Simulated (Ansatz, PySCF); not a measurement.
Energy difference R1 + R2 → P1, each structure at its B3LYP-D3(BJ)/def2-TZVP stationary point, reached from a drawn start (curvature not checked).
R1: BCl3 (SMILES ClB(Cl)Cl), charge 0, multiplicity 1.
P1: BCl3H3N (SMILES [NH3+][B-](Cl)(Cl)Cl), charge 0, multiplicity 1.
R2, NH3 (SMILES N) (charge 0, multiplicity 1):
```xyz
4

N      0.0000     0.0000     0.2791
H      0.0000     0.9428    -0.0931
H      0.8165    -0.4714    -0.0931
H     -0.8165    -0.4714    -0.0931
```

P less R. No zero-point or thermal terms.

Correlated levels freeze the cores.

Run with Ansatz (Gaussian orbitals); PySCF for the D3/D4 terms. Each number belongs to the level named beside it.

Total energies in hartree:

| structure | PBE/def2-TZVPP | B3LYP-D3(BJ)/def2-TZVPP | CCSD(T)/cc-pV(T+d)Z |
|---|---|---|---|
| R1 | -1405.021736 | -1405.675110 | -1404.115966 |
| P1 | -1461.569889 | -1462.304760 | -1460.631889 |
| R2 | -56.510610 | -56.589835 | -56.473042 |

Q: Work out the reaction energy at each level in kJ/mol (1 hartree = 2625.49964 kJ/mol), and say how far PBE/def2-TZVPP lies from CCSD(T)/cc-pV(T+d)Z.

A: 
- PBE/def2-TZVPP: (-1461.569889) − (-1405.021736) − (-56.510610) = -0.037543 hartree = -98.6 kJ/mol
- B3LYP-D3(BJ)/def2-TZVPP: (-1462.304760) − (-1405.675110) − (-56.589835) = -0.039815 hartree = -104.5 kJ/mol
- CCSD(T)/cc-pV(T+d)Z: (-1460.631889) − (-1404.115966) − (-56.473042) = -0.042881 hartree = -112.6 kJ/mol
PBE/def2-TZVPP less CCSD(T)/cc-pV(T+d)Z: 14.0 kJ/mol. CCSD(T)/cc-pV(T+d)Z is the level counted from, the highest shown, and no exact or measured value.

Ansatz is an electronic-structure program.
